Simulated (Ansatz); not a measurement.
Consider the silylene formation by 1,1-elimination: `N[SiH](O)Br` → NH₃ + `O[Si]Br`.

Calculated with Ansatz (gas phase, PBE0-D4/def2-TZVP geometries, no zero-point term in ΔE). CBS: MP2 limit from def2 TZ/QZ plus the TZ coupled-cluster correction, frozen cores. This one scheme is used for every species. Functionals use def2-TZVPP. For Br outer-core shells are correlated without core-valence functions, which leaves a few kJ/mol of doubt a bond. Scalar relativity is left out up to krypton. One conformer a species, not always the lowest.

| species | CAM-B3LYP-D4 energy (Eh) |
| --- | --- |
| `N[SiH](O)Br` | -2996.33280 |
| NH₃ | -56.55787 |
| `O[Si]Br` | -2939.69829 |

(1) Work out ΔE.

Largest T1 diagnostic among the species: 0.012.

## Answers

(1) ΔE = (-56.55787) + (-2939.69829) − (-2996.33280) = 0.07664 Eh = +2.09 eV. CCSD(T)/CBS gives +2.08 eV.

The D4 term adds +0.13 eV with B3LYP and +0.07 eV with PBE0; it sums over pairs of atoms, weighted by their polarisabilities, and B3LYP, whose exchange is more repulsive, gets the larger term. Leaving LDA and LC-ωPBE aside and taking each functional with its dispersion term where it has one, the values, not all of them listed here, spread over 0.53 eV, from BLYP-D4 to r2SCAN0-D4. LDA lies +0.39 eV from PBE without D4. At CCSD(T), def2-SVP lies −0.22 eV from the extrapolated value and def2-TZVPP −0.05 eV.

B3LYP here is the variant with VWN-RPA as its local correlation; programs differ in this.
